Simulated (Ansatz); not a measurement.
## Setting up C3F6 (hexafluoropropylene) in Ansatz

C3F6 has 9 atoms, charge 0, and is taken as a singlet. As SMILES, `FC(F)=C(F)C(F)(F)F`. Geometry: optimised at PBE0-D4/def2-TZVP.

```xyz
9

F     2.0235   -0.2711    0.5933
C     1.3118   -0.0799   -0.4784
F     2.0482   -0.0352   -1.5528
C    -0.0069    0.0580   -0.5150
F    -0.6071    0.2489   -1.6875
C    -0.9558    0.0257    0.6413
F    -1.8502   -0.9542    0.4853
F    -1.6377    1.1718    0.7188
F    -0.3257   -0.1640    1.7951
```

Settings wanted:

```
basis set              : def2-TZVP
integral approximation : automatic
temperatures           : (298.15, 298.15, 1) K
task                   : frequencies
method                 : DFT
functional             : PBE0
dispersion             : D4
reference              : RKS
relativity             : none
accuracy               : medium
lower state search     : off
```

Q: Write the Ansatz 0.2.0 input and the command.

A: One that was run (others would do as well):

job.yaml:
```yaml
crystal:
  periodic: [false, false, false]
  atoms:
    - symbol: F
      position_ang: [2.023520, -0.271132, 0.593250]
    - symbol: C
      position_ang: [1.311770, -0.079854, -0.478438]
    - symbol: F
      position_ang: [2.048188, -0.035237, -1.552842]
    - symbol: C
      position_ang: [-0.006942, 0.057992, -0.514963]
    - symbol: F
      position_ang: [-0.607106, 0.248913, -1.687472]
    - symbol: C
      position_ang: [-0.955769, 0.025723, 0.641254]
    - symbol: F
      position_ang: [-1.850237, -0.954151, 0.485311]
    - symbol: F
      position_ang: [-1.637727, 1.171758, 0.718772]
    - symbol: F
      position_ang: [-0.325696, -0.164010, 1.795117]
basis:
  gaussian:
    orbitals: def2-TZVP
hamiltonian:
  xc: pbe0
  dispersion: d4
scf:
  lower_state_search: off
phonons:
  temperatures: {t_min: 298.15, t_max: 298.15, t_step: 1}
```

```bash
$ ansatz run job.yaml --threads 1 --pin off --max-ram 2610MiB --events-out events.jsonl --progress --plain --runs-dir runs
```

Calculated total energy: -712.95691 Eh, largest force 0.001 eV/Å.
